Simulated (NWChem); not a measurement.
C$_{3}$H$_{7}$NSi; SMILES C#CC[SiH2]N

```xyz
12

C      0.6371    -2.4773     0.2209
C     -0.1411    -1.6104    -0.1054
C     -1.0244    -0.5083    -0.4662
Si    -0.3740     1.1308     0.2588
N      1.2550     1.3323    -0.2987
H      1.2926    -3.2718     0.4946
H     -2.0426    -0.6892    -0.0953
H     -1.0907    -0.4090    -1.5576
H     -1.1724     2.2771    -0.2570
H     -0.5773     1.0658     1.7386
H      1.7146     2.2284    -0.1895
H      1.9054     0.5723    -0.1295
```
Atoms are numbered in this order, from 1.

Level: B3LYP/6-31G* (spherical d) (NWChem), optimised geometry, unscaled harmonic frequencies. 

### Question
List the harmonic frequencies with IR intensities, and the thermochemistry.

### Answer
```
frequency (cm⁻¹)  IR intensity (km/mol)
----------------  ---------------------
69                                  2.1
127                                 1.2
184                                17.6
277                                18.6
352                                 1.8
441                                 9.8
461                               206.5
560                                25.3
573                                48.4
609                                52.9
659                                24.9
710                                10.9
779                                51.2
838                                11.4
894                                42.5
962                               279.9
974                                 5.1
999                               129.5
1186                                5.9
1212                               21.8
1470                                6.5
1620                               62.5
2201                              203.4
2225                               21.7
2243                              186.0
3037                                9.7
3080                                5.3
3497                               61.7
3551                               14.8
3645                               19.4
```

```yaml
zero_point_energy: 56.3 kcal/mol
thermal correction to the enthalpy at 298.15 K (with zero-point energy): 61.6 kcal/mol
heat capacity Cv: 26.2 cal/(mol K)
entropy at 298.15 K and 1 atm (symmetry number 1): 82.6 cal/(mol K)
dipole_moment: 0.90 D
```

Rigid rotor and harmonic oscillator; modes under 100 cm⁻¹ make the entropy uncertain.
